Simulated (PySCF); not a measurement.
Compound: C8H11N.
Numbering: `[CH3:1][CH:2]([CH3:3])[c:4]1[cH:5][cH:6][n:7][cH:8][cH:9]1` (hydrogens: H10, H11, H12 on C1; H13 on C2; H14, H15, H16 on C3; H17 on C5; H18 on C6; H19 on C8; H20 on C9)

The same species was optimised twice, with GFN2-xTB and with PBE0-D3(BJ)/def2-SVP (PySCF), and the same property calculations (PySCF, gas phase) were run on both structures.

```csv
coordinate,GFN2-xTB,PBE0-D3(BJ)/def2-SVP,change
C8–C9 (Å),1.386,1.395,+0.009
C6–N7 (Å),1.322,1.331,+0.009
C5–C6 (Å),1.385,1.393,+0.008
C4–C5 (Å),1.392,1.400,+0.008
N7–C8 (Å),1.321,1.329,+0.008
C4–C9 (Å),1.390,1.397,+0.007
C2–C4 (Å),1.507,1.512,+0.005
C1–C2 (Å),1.530,1.528,-0.002
C2–C3 (Å),1.530,1.529,-0.001
C1–C2–C4 (°),110.6,111.5,+0.9
C1–C2–C3 (°),110.8,111.6,+0.8
C3–C2–C4 (°),110.6,111.3,+0.7
C2–C4–C9 (°),121.0,121.6,+0.6
C5–C4–C9 (°),117.1,116.6,-0.5
C6–N7–C8 (°),117.5,117.1,-0.4
C4–C5–C6 (°),119.0,119.4,+0.4
C4–C9–C8 (°),119.2,119.5,+0.3
C1–C2–C4–C5 (°),-62,-62,0
```

Rotational constants: A = 3499, B = 1098, C = 1018 MHz (GFN2-xTB) against A = 3470, B = 1081, C = 1003 MHz (PBE0-D3(BJ)/def2-SVP). Point groups within 0.08 Å: Cs and Cs.

On the GFN2-xTB structure: HOMO (eV) -7.24 [PBE0/pcSseg-1]; LUMO (eV) -0.58 [PBE0/pcSseg-1]; dipole (D) 2.82 [PBE0/pcSseg-1]; GIAO shielding of C1/C3 (mean) (ppm) 160.2 [PBE0/pcSseg-1]; GIAO shielding of C2 (ppm) 146.8 [PBE0/pcSseg-1]; GIAO shielding of C4 (ppm) 23.0 [PBE0/pcSseg-1]; GIAO shielding of C5/C9 (mean) (ppm) 60.4 [PBE0/pcSseg-1]; GIAO shielding of C6/C8 (mean) (ppm) 30.8 [PBE0/pcSseg-1]; GIAO shielding of N7 (ppm) -87.3 [PBE0/pcSseg-1].

Problem. What do these properties become on the PBE0-D3(BJ)/def2-SVP structure?

Solution. 
```
                                    property          level  on GFN2-xTB  on PBE0-D3(BJ)/def2-SVP  change
                                   HOMO (eV)  PBE0/pcSseg-1        -7.24                    -7.30   -0.06
                                   LUMO (eV)  PBE0/pcSseg-1        -0.58                    -0.65   -0.07
                                  dipole (D)  PBE0/pcSseg-1         2.82                     2.84   +0.02
energy, GFN2-xTB geometry as zero (kcal/mol)  PBE0/pcSseg-1          0.0                     -0.5    -0.5
        GIAO shielding of C1/C3 (mean) (ppm)  PBE0/pcSseg-1        160.2                    158.5    -1.7
                  GIAO shielding of C2 (ppm)  PBE0/pcSseg-1        146.8                    146.2    -0.6
                  GIAO shielding of C4 (ppm)  PBE0/pcSseg-1         23.0                     21.8    -1.2
        GIAO shielding of C5/C9 (mean) (ppm)  PBE0/pcSseg-1         60.4                     57.6    -2.8
        GIAO shielding of C6/C8 (mean) (ppm)  PBE0/pcSseg-1         30.8                     28.4    -2.4
                  GIAO shielding of N7 (ppm)  PBE0/pcSseg-1        -87.3                    -91.7    -4.4
```

The heavy atoms differ by 0.017 Å rms after alignment. Among bonds between heavy atoms C4–C5, C5–C6, C6–N7, N7–C8 and C8–C9 change most and about equally (+0.008 to +0.009 Å). Changes are differences of the printed values. Neither structure is proved a minimum here.

Conformer computed: `[CH3:1][CH:2]([CH3:3])[c:4]1[cH:5][cH:6][n:7][cH:8][cH:9]1`: C1–C2–C4–C5 -62°.
